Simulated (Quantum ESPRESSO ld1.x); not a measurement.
One sound ld1.x (Quantum ESPRESSO 7.5) input for the oxygen ion O+ gives E = -74.0912 hartree in 23 iterations:

```
 &input
    zed=8.0,
    iswitch=1,
    rel=0,
    dft='PBESOL',
    config='[He] 2s2 2p3',
    prefix='ld1',
    max_out_wfc=37,
    file_charge='ld1.rho',
 /
```

Changed or added lines, one case at a time, and what came of them:

- zed=0.0: crashed. A zed of zero is read as not set; no element symbol is given either, so there is no nucleus and the run dies.
- config='[He] 2s2 2p': refused. The program stops in el_config with "no occupancy field?": each term needs its occupation.
- rel=3: refused. The program stops in ld1_readin with "wrong rel": rel takes 0, 1 or 2.
- noscf=.true.: ran as typed. With noscf the program prints the levels of a bare nucleus, with no screening and no total energy; they are not those of the atom.
- dx=0.1: inaccurate. The radial step is too large to integrate the orbitals; the run ends without a warning, but the energy is off by -0.01305 hartree against the default mesh.
- dft='B3LPY': silently wrong. The misspelt name is read as B3LYP (index line 7 12 9 7), and as for B3LYP no exact exchange is computed, so the numbers are not those of the hybrid.
- config='[He] 2s2 2p3 5g1': refused. The program stops in el_config with "l not found:G": the config string knows s, p, d and f alone.
